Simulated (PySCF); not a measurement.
Si(Me)2 (C2H6Si), SMILES C[Si]C (connectivity only; charge and spin as stated), neutral, multiplicity 1.

Coordinates come from a TPSSh-D3(BJ)/def2-TZVP optimisation. The isomer is the one that the SMILES or the coordinates give; other isomers of the formula were not compared.

All values below come from CAM-B3LYP/def2-TZVPD in PySCF.

Symmetry labels are those of the subgroup C2 that the program uses (full group C2).

Computed valence orbital energies around the gap with their symmetry:
| orbital | symmetry | energy (eV) |
|---|---|---|
| HOMO−7 | B | -20.62 |
| HOMO−6 | A | -14.15 |
| HOMO−5 | A | -13.18 |
| HOMO−4 | B | -13.04 |
| HOMO−3 | B | -12.43 |
| HOMO−2 | A | -12.40 |
| HOMO−1 | B | -9.86 |
| HOMO | A | -7.27 |
| LUMO | B | -1.00 |
| LUMO+1 | A | 0.93 |
| LUMO+2 | B | 1.15 |
| LUMO+3 | A | 1.62 |
